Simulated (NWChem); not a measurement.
System: C$_{2}$H$_{3}$ClF$_{2}$; SMILES CC(F)(F)Cl

Here is an NWChem input.

```
start job
memory heap 200 mb stack 900 mb global 1100 mb
geometry units angstroms noautoz
  C     -1.372420    -0.905599     0.000000
  C      0.023552    -0.352687     0.000000
  F      0.702045    -0.766244    -1.077160
  F      0.702045    -0.766244     1.077160
  Cl     0.024837     1.434702     0.000000
  H     -1.907632    -0.567797    -0.895898
  H     -1.907632    -0.567797     0.895898
  H     -1.310122    -2.003335     0.000000
end
basis spherical
  * library 6-31+g*
end
dft
  xc b3lyp
  iterations 150
  mulliken
end
task dft energy
```

Parts of the log:

```
             Northwest Computational Chemistry Package (NWChem) 7.3.0
             --------------------------------------------------------

 CS  symmetry detected

                             Geometry "geometry" -> ""
                             -------------------------

 Output coordinates in angstroms (scale by  1.889725989 to convert to a.u.)

  No.       Tag          Charge          X              Y              Z
 ---- ---------------- ---------- -------------- -------------- --------------
    1 C                    6.0000    -1.36506630    -0.91005194     0.00000000
    2 C                    6.0000     0.02835323    -0.35073850     0.00000000
    3 F                    9.0000     0.70873723    -0.76117698    -1.07716000
    4 F                    9.0000     0.70873723    -0.76117698     1.07716000
    5 Cl                  17.0000     0.02143441     1.43663757     0.00000000
    6 H                    1.0000    -1.90182311    -0.57471003    -0.89589800
    7 H                    1.0000    -1.90182311    -0.57471003     0.89589800
    8 H                    1.0000    -1.29773054    -2.00749044     0.00000000

 Effective nuclear repulsion energy (a.u.)     246.2091906597

      Symmetry information
      --------------------

 Group name             Cs
 Group number              2
 Group order               2
 No. of unique centers     6

                                 NWChem DFT Module
                                 -----------------

 Summary of "ao basis" -> "ao basis" (spherical)
 ------------------------------------------------------------------------------
       Tag                 Description            Shells   Functions and Types
 ---------------- ------------------------------  ------  ---------------------
 C                          6-31+g*                  8       18   4s3p1d
 F                          6-31+g*                  8       18   4s3p1d
 Cl                         6-31+g*                 10       22   5s4p1d
 H                          6-31+g*                  2        2   2s

      Symmetry analysis of basis
      --------------------------

        a'         64
        a"         36

            General Information
            -------------------
          SCF calculation type: DFT
          Wavefunction type:  closed shell.
          No. of atoms     :     8
          No. of electrons :    50
           Alpha electrons :    25
            Beta electrons :    25
          Charge           :     0
          Spin multiplicity:     1
          Use of symmetry is: on ; symmetry adaption is: on
          Maximum number of iterations: 150
          AO basis - number of functions:   100
                     number of shells:    48
          Convergence on energy requested:  1.00D-06
          Convergence on density requested:  1.00D-05
          Convergence on gradient requested:  5.00D-04

              XC Information
              --------------
                         B3LYP Method XC Potential
                     Hartree-Fock (Exact) Exchange  0.200
                        Slater Exchange Functional  0.800 local
                    Becke 1988 Exchange Functional  0.720 non-local
              Lee-Yang-Parr Correlation Functional  0.810
                  VWN I RPA Correlation Functional  0.190 local

             Grid Information
             ----------------
          Grid used for XC integration:  medium
          Radial quadrature: Mura-Knowles
          Angular quadrature: Lebedev.
          Tag              B.-S. Rad. Rad. Pts. Rad. Cut. Ang. Pts.
          ---              ---------- --------- --------- ---------
          C                   0.70       49          12.0       434
          F                   0.50       49          10.0       434
          Cl                  1.00       88          12.0       590
          H                   0.35       45          12.0       434
          Grid pruning is: on
          Number of quadrature shells:   325
          Spatial weights used:  Erf1

      Superposition of Atomic Density Guess
      -------------------------------------

 Sum of atomic energies:        -735.02943654

      Non-variational initial energy
      ------------------------------

 Total energy =    -736.909667
 1-e energy   =   -1505.819506
 2-e energy   =     522.700649
 HOMO         =      -0.402305
 LUMO         =       0.062694

      Symmetry analysis of molecular orbitals - initial
      -------------------------------------------------

  Numbering of irreducible representations:

     1 a'          2 a"

  Orbital symmetries:

     1 a'          2 a'          3 a"          4 a'          5 a'
     6 a'          7 a'          8 a'          9 a"         10 a'
    11 a"         12 a'         13 a'         14 a'         15 a"
    16 a'         17 a'         18 a"         19 a"         20 a'
    21 a"         22 a'         23 a'         24 a"         25 a'
    26 a'         27 a'         28 a'         29 a'         30 a"
    31 a"         32 a'         33 a'         34 a"         35 a'

     ---------------------------------------------
      Total Density - Mulliken Population Analysis
     ---------------------------------------------

    Atom       Charge   Shell Charges
 -----------   ------   -------------------------------------------------------
    1 C    6     6.91   2.00  0.73  2.09  0.70  1.24  0.10  0.03  0.03
    2 C    6     4.99   2.00  0.62  1.21  0.40  0.48  0.09  0.07  0.11
    3 F    9     9.40   2.00  0.95  3.42  1.02  2.02 -0.07  0.06  0.01
    4 F    9     9.40   2.00  0.95  3.42  1.02  2.02 -0.07  0.06  0.01
    5 Cl  17    17.17   2.00  2.00  5.98  1.38  3.69  0.56  1.62 -0.09  0.02  0.01
    6 H    1     0.71   0.46  0.25
    7 H    1     0.71   0.46  0.25
    8 H    1     0.72   0.46  0.26

[...]
```

Level: B3LYP/6-31+G* (spherical d). Coordinates come from a PBE0/def2-SVP optimisation.
